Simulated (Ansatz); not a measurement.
A structure relaxed at PBE0-D4/def2-TZVP, charge 0, multiplicity 1:

Cartesian coordinates in Å:
```
O 0.083 -0.813 -1.407
C -0.627 -0.630 -0.237
Cl -1.515 -2.145 0.206
O 0.148 -0.299 0.828
Sb 1.410 1.232 0.541
H 0.667 -1.572 -1.285
H -1.401 0.110 -0.459
H 0.245 2.216 -0.249
H 0.989 1.901 2.062
```

Problem. Give its formula and SMILES.

Solution. CH4ClO2Sb, `OC(Cl)[O][SbH2]`.

Problem. Summarise the bond lengths by kind.

Solution. 2 × C–O 1.358 to 1.381 Å; 1 × H–O 0.965 Å; 1 × C–Cl 1.811 Å; 1 × C–H 1.094 Å; 1 × O–Sb 2.005 Å; 2 × H–Sb 1.714 to 1.717 Å.

All numbers were calculated with Ansatz.
